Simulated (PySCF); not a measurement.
Ligand exchange on a metal centre used in film growth or etching (Ti Br-H). Isolated molecules, 0 K electronic values unless said otherwise.

The HOMO–LUMO gap from two functionals at the same geometries (TPSS-D3(BJ)/def2-SVP), both in PySCF: PBE-D3(BJ)/def2-TZVP and B3LYP-D3(BJ)/def2-TZVP. B3LYP has the VWN-RPA correlation part, as in Gaussian. 

| species | B3LYP-D3(BJ)/def2-TZVP (eV) |
|---|---|
| 0 of 4 Br replaced by H ([Ti(Br)4]) | 4.52 |
| 2 of 4 Br replaced by H ([Ti(Br)2(H)2]) | 5.15 |
| 3 of 4 Br replaced by H ([Ti(Br)(H)3]) | 5.37 |
| 4 of 4 Br replaced by H ([Ti(H)4]) | 5.40 |

Problem. What does PBE-D3(BJ)/def2-TZVP give for each?

Solution. 
- 0 of 4 Br replaced by H ([Ti(Br)4]): 3.01
- 2 of 4 Br replaced by H ([Ti(Br)2(H)2]): 3.11
- 3 of 4 Br replaced by H ([Ti(Br)(H)3]): 3.15
- 4 of 4 Br replaced by H ([Ti(H)4]): 3.12
Over these rows, drawn at random from the members with no instability flagged (it was tested for open shells, ions and some series alone), PBE minus B3LYP-D3(BJ): mean -2.02 eV, from -2.29 eV to -1.51 eV.
